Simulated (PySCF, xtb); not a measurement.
HfO, SMILES [O]=[Hf], multiplicity 1.

Harmonic wavenumbers (cm⁻¹) from GFN2-xTB (xtb) at its own minimum, in rising order: 804.

Task: What does PBE0-D3(BJ)/def2-TZVPD in PySCF give at its own minimum? (An estimate is asked for; the answer gives what the named calculation found.)

Result: 997. Paired by order, the mean absolute difference is 193 cm⁻¹ and the zero-point energies are 1.1 and 1.4 kcal/mol.
